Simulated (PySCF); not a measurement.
Bonding in `[SiH3]c1cccc2nn[nH]c12`

Compound: C6H7N3Si.
Atom-mapped SMILES: `[SiH3:1][c:2]1[cH:3][cH:4][cH:5][c:6]2[n:7][n:8][nH:9][c:10]12` (hydrogens: H11, H12, H13 on Si1; H14 on C3; H15 on C4; H16 on C5; H17 on N9)

Geometry (GFN2-xTB, Å), atoms numbered from 1 in this order:
```
atom  x, y, z in Å
Si1    2.5166   -0.2931   -0.2228
C2     0.7181    0.2364   -0.0432
C3     0.3052    1.5562    0.0100
C4    -1.0394    1.9363    0.1175
C5    -2.0562    1.0124    0.1759
C6    -1.6862   -0.3314    0.1311
N7    -2.4162   -1.4839    0.1706
N8    -1.6327   -2.4726    0.1028
N9    -0.3610   -2.0531    0.0137
C10   -0.3206   -0.6936    0.0262
H11    3.3538    0.9010   -0.2759
H12    2.8773   -1.1401    0.9195
H13    2.6472   -1.0780   -1.4557
H14    1.0534    2.3347   -0.0350
H15   -1.2757    2.9897    0.1500
H16   -3.0927    1.2973    0.2534
H17    0.4021   -2.7064   -0.0482
```

Bond orders from the PBE0/pcSseg-1 density (PySCF). Geometry: GFN2-xTB; no solvent, vibrations or thermal averaging.

(1) Where do the orders between heavy atoms depart from those drawn in the SMILES?

(2) Give the Mayer order of every bond, beside its length.

## Answers

(1) The largest departure is 0.506, at N9–C10 (drawn aromatic, 0.994), counting aromatic bonds as 1.5. Drawn single, order below 0.88: Si1–C2 (0.874). The bonds drawn aromatic range from 0.99 to 1.57.

(2) 
```tsv
bond	drawn as	length (Å)	Mayer order
Si1–C2	single	1.883	0.874
C2–C3	aromatic	1.384	1.506
C3–C4	aromatic	1.401	1.373
C4–C5	aromatic	1.375	1.503
C5–C6	aromatic	1.395	1.346
C6–N7	aromatic	1.365	1.240
N7–N8	aromatic	1.263	1.574
N8–N9	aromatic	1.342	1.161
N9–C10	aromatic	1.360	0.994
C10–C2	aromatic	1.396	1.237
C10–C6	aromatic	1.417	1.174
Si1–H11	single	1.459	0.956
Si1–H12	single	1.467	0.936
Si1–H13	single	1.467	0.937
C3–H14	single	1.081	0.955
C4–H15	single	1.080	0.956
C5–H16	single	1.078	0.944
N9–H17	single	1.006	0.930
```

By pair of heavy elements: C–C: lowest C10–C6 (1.174, 1.417 Å), highest C2–C3 and C4–C5 (1.506, 1.384 Å); in 2 of the 15 pairs the longer bond (by over 0.003 Å) has the higher order (by 0.02 or more). C–N: lowest N9–C10 (0.994, 1.360 Å), highest C6–N7 (1.240, 1.365 Å); in 1 of the 1 pairs the longer bond (by over 0.003 Å) has the higher order (by 0.02 or more). N–N: lowest N8–N9 (1.161, 1.342 Å), highest N7–N8 (1.574, 1.263 Å). Bonds named together lie within 0.004.

Task: Sum the orders of all bonds at each heavy atom with more than one neighbour and set the sums beside the valence in the SMILES.

Result: Si1 3.703 (drawn 4), C2 3.617 (drawn 4), C3 3.834 (drawn 4), C4 3.832 (drawn 4), C5 3.793 (drawn 4), C6 3.760 (drawn 4), N7 2.814 (drawn 3), N8 2.735 (drawn 3), N9 3.085 (drawn 3), C10 3.405 (drawn 4). Orders between atoms that aren't bonded are not in these sums.

For a closed shell the Mayer order of atoms A and B is Σ (PS)μν (PS)νμ over the basis functions μ on A and ν on B, with P the density and S the overlap matrix.
